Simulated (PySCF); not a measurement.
B2H4O, SMILES BOB. Atoms are numbered in the order given.

```xyz
7

O      0.0000     0.0000     0.0000
B      0.0000     0.0000    -1.3342
H     -0.7412     0.7412    -1.9043
H      0.7412    -0.7412    -1.9043
B      0.0000     0.0000     1.3342
H     -0.7412    -0.7412     1.9043
H      0.7412     0.7412     1.9043
```

Geometry: B3LYP-D3(BJ)/def2-TZVP.

The numbers are results of HF/def2-TZVPD in PySCF, not measurements.

Mulliken values depend strongly on the basis, most of all with diffuse functions as here. ESP charges are fitted to the potential on shells at 1.4 to 2.0 van der Waals radii. Atomic charges (e):

| atom | Mulliken | ESP fit |
|---|---|---|
| O1 | -0.23 | ? |
| B2 | 0.11 | ? |
| H3 | 0.00 | ? |
| H4 | 0.00 | ? |
| B5 | 0.11 | ? |
| H6 | 0.00 | ? |
| H7 | 0.00 | ? |

**Question.** Some entries are withheld; supply them. (Estimate from the structure and the level; the computed values follow.)

**Answer.** 
- O1, ESP fit: -0.20
- B2, ESP fit: 0.32
- H3, ESP fit: -0.11
- H4, ESP fit: -0.11
- B5, ESP fit: 0.32
- H6, ESP fit: -0.11
- H7, ESP fit: -0.11
